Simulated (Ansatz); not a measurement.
BiH2(SiH3) (SiBiH5). The state is a singlet with charge 0. Geometry PBE-D4/def2-TZVP.

```xyz
7

Bi    0.455   -0.729   -1.583
H    -1.263   -0.301   -1.947
H     0.946    0.980   -1.911
Si    0.021   -0.068    0.983
H    -0.676    1.247    1.124
H     1.330    0.000    1.705
H    -0.813   -1.129    1.630
```

In the def2 sets Bi takes a core potential; there is no spin–orbit coupling.

Problem. Estimate the orbital energies around the gap (eV) in Ansatz with PBE-D4/def2-SVP, PBE-D4/def2-TZVP, PBE-D4/def2-TZVPD, PBE0-D4/def2-TZVP, PBE0-D4/def2-TZVPD.

Solution. 
```tsv
orbital	PBE-D4/def2-SVP	PBE-D4/def2-TZVP	PBE-D4/def2-TZVPD	PBE0-D4/def2-TZVP	PBE0-D4/def2-TZVPD
HOMO−5	-12.76	-12.79	-12.80	-14.54	-14.55
HOMO−4	-8.55	-8.58	-8.59	-9.92	-9.92
HOMO−3	-8.49	-8.52	-8.53	-9.87	-9.88
HOMO−2	-7.75	-7.79	-7.79	-8.97	-8.97
HOMO−1	-7.14	-7.18	-7.19	-8.25	-8.25
HOMO	-6.33	-6.37	-6.37	-7.30	-7.30
LUMO	-1.11	-1.32	-1.39	-0.61	-0.70
LUMO+1	-0.91	-1.06	-1.20	-0.31	-0.54
LUMO+2	-0.55	-0.86	-1.15	-0.10	-0.42
LUMO+3	0.61	0.25	-0.02	1.07	0.71
LUMO+4	0.72	0.29	0.05	1.10	0.82
LUMO+5	1.48	0.91	0.41	1.77	1.10
```
